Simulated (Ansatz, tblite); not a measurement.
Isomers of Be6S5 (singlet), found by a short tight-binding search and relaxed with r2SCAN-D4/def2-SVP in Ansatz.

The xTB rows come from tblite. B3LYP takes the VWN-RPA correlation. HSE06 is defined as in plane-wave codes, on full-range PBE exchange. Correlated methods freeze 25 core orbitals.

Other spin states weren't relaxed.

A:

```xyz
11

Be   -1.438    1.189    0.118
Be   -0.999   -1.510   -1.061
Be    0.061   -2.851    0.090
Be    0.838   -0.842    0.917
Be    0.719    1.619    0.742
Be    0.226    1.165   -1.445
S     1.322   -2.725    1.467
S    -1.646    0.211   -1.758
S    -0.585    0.456    1.842
S    -0.374    2.877   -0.444
S     1.876    0.412   -0.469
```

B:

```xyz
11

Be   -0.5998    2.7935    0.4209
Be   -1.6576    0.5725    1.5464
Be    1.6680    1.6698   -0.5288
Be    2.0971   -0.2529   -1.1806
Be   -1.1008   -1.9444    0.6781
Be    0.5697   -2.4714   -1.3808
S    -2.3635    2.1413    0.7356
S     2.3921   -2.0674   -1.7438
S    -0.9207   -1.0025    2.3242
S    -1.2567   -2.8506   -0.9866
S     1.1723    3.4121    0.1154
```

C:

```xyz
11

Be    0.993    1.519    0.014
Be   -0.191   -0.279    1.841
Be    0.796   -1.561   -0.474
Be   -1.201    1.128    0.614
Be   -1.344   -1.103    0.261
Be    0.005    0.276   -1.746
S    -0.648    2.103   -1.125
S     1.967    0.040   -1.046
S     0.374    1.618    1.984
S     0.131   -2.183    1.383
S    -0.882   -1.558   -1.704
```

Task: Estimate which lies lowest at each level, and how far above it the others are (kJ/mol).

Result: 
```
               level      A      B    C
            GFN1-xTB   54.3   86.3  0.0
            GFN2-xTB   66.6  132.7  0.0
           HF/STO-3G  149.8  184.8  0.0
         HF/def2-SVP   76.0    0.0  2.5
        HF/def2-TZVP   74.6    2.7  0.0
     PBE-D4/def2-SVP  123.4  224.4  0.0
    PBE-D4/def2-TZVP  122.9  226.0  0.0
 r2SCAN-D4/def2-TZVP  121.0  190.9  0.0
  B3LYP-D4/def2-TZVP  104.5  143.3  0.0
    PBE0-D4/def2-SVP  125.8  223.7  0.0
   PBE0-D4/def2-TZVP  125.1  223.3  0.0
r2SCAN0-D4/def2-TZVP  122.8  197.1  0.0
  HSE06-D4/def2-TZVP  124.6  221.6  0.0
        MP2/def2-SVP  100.7  126.5  0.0
       MP2/def2-TZVP  110.4  179.5  0.0
       CCSD/def2-SVP   91.5   92.8  0.0
    CCSD(T)/def2-SVP   93.3  107.3  0.0
```
Point groups (tolerance 0.1 Å): A Cs, B Cs, C Cs. Lower isomers may exist.
